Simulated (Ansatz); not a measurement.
The same ligand exchange along the group B, Al, Ga, In.

Computed with Ansatz on PBE0-D4/def2-TZVP structures; ΔE is electronic, products minus reactants. CCSD(T)/CBS is the MP2 limit (def2-TZVPP, def2-QZVPP) plus CCSD(T) − MP2 in def2-TZVPP, frozen cores. Functionals use def2-TZVPP. def2 core potentials past Kr. For Ga, I, In, Se outer-core shells are correlated without core-valence functions, which leaves a few kJ/mol of doubt a bond. Scalar relativity is left out up to krypton. Each species was taken in one conformer, which may not be the lowest.

```csv
reaction,r2SCAN-D4 (kJ/mol),CCSD(T)/CBS(def2) (kJ/mol)
`FB(F)[SeH]` + HI → `FB(F)I` + H₂Se,7,6
`[F][Al]([F])[SeH]` + HI → `[F][Al]([F])[I]` + H₂Se,-25,-27
`[F][Ga]([F])[SeH]` + HI → `[F][Ga]([F])[I]` + H₂Se,-18,-18
`[F][In]([F])[SeH]` + HI → `[F][In]([F])[I]` + H₂Se,-25,-28
```

Largest T1 diagnostic: 0.015, for `[F][In]([F])[SeH]`.
